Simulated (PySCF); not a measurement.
## Zinc: a sound run and one with changed settings

Sound run: Zn⁺ [Ar] 3d10 4s1, Zn²⁺ [Ar] 3d10. Calculation: PySCF 2.14, in cc-pVDZ-DK (6s5p3d1f, 43 functions); the spin-free X2C one-electron Hamiltonian (Gaussian nucleus). In the sound run the correlated levels freeze [Ar]. The sound run starts from symmetry-adapted Hartree-Fock orbitals and uses a fine grid where one is needed.

Changed run: a valence shell is frozen. This setting is unsound on purpose.

Ionisation energy of Zn⁺:

```
 method  sound run (eV)  changed run (eV)
    UHF          16.855            16.855
    MP2          17.665            16.855
SCS-MP2          17.528            16.855
   CCSD          17.566            16.855
CCSD(T)          17.616            16.855
  CCSDT             n/a            16.855
    FCI             n/a            16.855
```

Freezing a valence shell removes pair correlation that changes on ionisation.

For comparison, NIST gives 17.964 eV between the lowest levels.
